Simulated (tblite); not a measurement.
Species: C6H10F2Si2.
Cartesian coordinates in Å at the GFN2-xTB level; atoms count from 1:
```xyz
20
C6H10F2Si2 angstrom
C      3.7076   -0.3914    0.4929
C      2.5863   -0.1399    0.1568
C      1.2217    0.1710   -0.2021
C      0.5530    0.9894    0.9190
Si    -1.2025    1.5635    0.4687
C     -2.1773   -0.0417    0.0384
F     -2.2242   -0.8421    1.1759
C     -1.5113   -0.8604   -1.0585
F     -1.4199   -0.0502   -2.1863
Si     0.2632   -1.4422   -0.5898
H      4.6959   -0.6069    0.7701
H      1.2541    0.7827   -1.1127
H      1.1795    1.8543    1.1509
H      0.5213    0.3839    1.8281
H     -1.8692    2.1729    1.6207
H     -1.2229    2.4294   -0.7113
H     -3.2229    0.1666   -0.2182
H     -2.1479   -1.7033   -1.3517
H      0.1773   -2.3245    0.5729
H      0.8331   -2.1003   -1.7669
```

Computed values, GFN2-xTB/tblite, gas phase, harmonic and unscaled. The method is semi-empirical: single wavenumbers can be off by several per cent or more. Modes of hydrogen on silicon can be 10 to 20 % off. One conformer, not necessarily the lowest.

Harmonic wavenumbers (cm⁻¹): 47.9, 75.1, 106.5, 118.3, 150.4, 172.7, 223.5, 259.5, 284.7, 306.5, 370.7, 416.6, 433.6, 472.2, 491.5, 538.6, 568.8, 584.9, 591.1, 612.0, 644.5, 653.3, 683.1, 710.7, 739.6, 748.4, 750.4, 786.5, 816.3, 1009.4, 1014.0, 1032.5, 1052.3, 1078.5, 1088.8, 1147.2, 1186.3, 1234.0, 1247.5, 1281.1, 1283.4, 1285.2, 1476.6, 2273.5, 2276.7, 2278.4, 2282.9, 2296.2, 2896.1, 2901.5, 2910.8, 2955.7, 2974.0, 3396.7.

A = 1412, B = 732.4, C = 629.8 MHz; mass 176.029 u (most abundant isotopes); point group C1, symmetry number 1.

**Question.** What is the zero-point energy?

**Answer.** ½Σν̃ = 29609 cm⁻¹ = 84.66 kcal/mol.

**Question.** Entropy at 350 K, 1 bar (ideal gas, RRHO, classical rotation)?

**Answer.** Translation 42.23, rotation 31.06, vibration 44.01: S = 117.3 cal/(mol K).

**Question.** And Cp and H(350 K) − H(0)?

**Answer.** Cp = 55.33 cal/(mol K), of which vibrations give 47.39 (their classical limit is 54 R = 107.3); H(350 K) − H(0) = 11.12 kcal/mol without the zero-point energy, 8.34 from vibrations.

**Question.** What must be added to the electronic energy to get the Gibbs energy at 350 K and 1 bar?

**Answer.** ZPE + [H(350 K) − H(0)] − T·S = 84.66 + 11.12 − 41.05 = 54.73 kcal/mol.

**Question.** Blend soft modes into free rotors: weight 1/[1 + (100 cm⁻¹/ν̃)⁴] for the oscillator and the rest for a rotor with moment μB/(μ + B), μ = h/(8π²ν), B = 10⁻⁴⁴ kg m². What vibrational entropy results?

**Answer.** 41.25 cal/(mol K) in place of 44.01, which changes −T·S at 350 K by +0.96 kcal/mol.

**Question.** How do the functions run with temperature in this model?

**Answer.** 
```
 T (K)  S (cal/(mol K))  Cp (cal/(mol K))  H − H(0) (kcal/mol)  G − H(0) (kcal/mol)  ln q(vib)
   150             82.9              28.3                 2.62                -9.81       3.43
   250            100.8              42.9                 6.19               -19.01       6.73
298.15            108.9              49.2                 8.41               -24.06       8.37
   400            125.0              60.5                14.02               -35.99      11.86
   600            152.7              75.7                27.77               -63.84      18.51
   900            186.2              89.3                52.72              -114.88      27.58
```

q(vib) and H(0) count from the zero-point level.

**Question.** Which modes carry the vibrational entropy at 350 K?

**Answer.** 47.9 cm⁻¹: 5.22; 75.1 cm⁻¹: 4.33; 106.5 cm⁻¹: 3.64; 118.3 cm⁻¹: 3.44; 150.4 cm⁻¹: 2.97; 172.7 cm⁻¹: 2.71 cal/(mol K); the other 48 give 21.69 together.

Hindered rotation and anharmonicity are outside this model. Other conformers, if any are populated, would add a mixing term that is left out. The structure is chiral; the term R ln 2 for an equal mix with its mirror image is left out.

Time: 1.1 s. Hardware: one thread of an Arm Neoverse V1, shared host with 32 logical CPUs at a one-minute load of 24. This covers the Hessian and the dipole derivatives.
